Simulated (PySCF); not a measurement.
C4H10O3Si.
SMILES: `CO[SiH2]OCC(C)=O`

Method used: TDDFT wB97X-D/def2-SVPD, vertical, gas phase, core orbitals frozen in the response in PySCF 2.14.0, density-fitted response routines. One conformer (not necessarily the lowest) at the PBE0-D3(BJ)/def2-SVP geometry, without solvent, vibrations or thermal averaging. Torsions of this conformer, `[CH3:1][O:2][SiH2:3][O:4][CH2:5][C:6]([CH3:7])=[O:8]`: C1–O2–Si3–O4 -120°, O2–Si3–O4–C5 38°, Si3–O4–C5–C6 40°, O4–C5–C6–C7 169°.

Orbital energies (eV): HOMO-3 -10.85, HOMO-2 -10.42, HOMO-1 -9.80, HOMO -9.45, LUMO 0.97, LUMO+1 1.97, LUMO+2 2.64.

Problem. Among the lowest singlets, which states do these configurations lead, and at what energies: HOMO→LUMO, HOMO→LUMO+1, HOMO-2→LUMO?

Solution. 

```
state  leading configuration  weight  Δε (eV)  E (eV)  E − Δε (eV)       f  other configurations
   S1              HOMO→LUMO    0.78    10.42    4.64        -5.77  0.0000                     –
   S4            HOMO→LUMO+1    0.82    11.41    7.46        -3.96   0.026                     –
   S5            HOMO-2→LUMO    0.69    11.39    7.64        -3.75  0.0010           H-3→L (20%)
```

E − Δε runs from -5.77 to -3.75 eV. By orbital difference alone the order would be S1, S5, S4. Δε is the difference of the two orbital energies.

H and L stand for HOMO and LUMO. The other states: S2 6.66 eV, f 0.013, H-1→L (57%), H-3→L (20%), H→L (14%); S3 7.18 eV, f 0.0003, H-3→L (28%), H-1→L (28%), H-4→L (15%); S6 7.67 eV, f 0.016, H-4→L (47%), H-3→L (12%), H-5→L (10%); S7 7.70 eV, f 0.013, H-1→L+2 (22%), H→L+2 (17%), H→L+3 (11%); S8 7.89 eV, f 0.0053, H-1→L+1 (28%), H→L+3 (16%), H-1→L+2 (13%); S9 8.17 eV, f 0.012, H→L+4 (19%), H-1→L+2 (16%), H-2→L+1 (11%); S10 8.32 eV, f 0.021, H→L+4 (20%), H→L+5 (14%), H-1→L+3 (10%).

Triplets, Tamm–Dancoff:

```
state  E (eV)  λ (nm)  main configurations (H = HOMO, L = LUMO)
   T1    4.14   299.5                                 H→L (75%)
   T2    6.12   202.6     H-6→L (54%), H-1→L (12%), H-3→L (11%)
   T3    6.57   188.7     H-1→L (27%), H-3→L (21%), H-6→L (14%)
   T4    7.03   176.3     H-1→L (37%), H-3→L (18%), H-4→L (18%)
```

Summed over the main configurations (up to three a state, each over 8%) of all 10 singlets, the electron leaves HOMO with weight 2.71, HOMO-1 with weight 1.75, HOMO-3 with weight 0.80 and HOMO-2 with weight 0.80.

The vertical ionisation energy (ΔSCF) is 9.63 eV, 1.31 eV above S10.
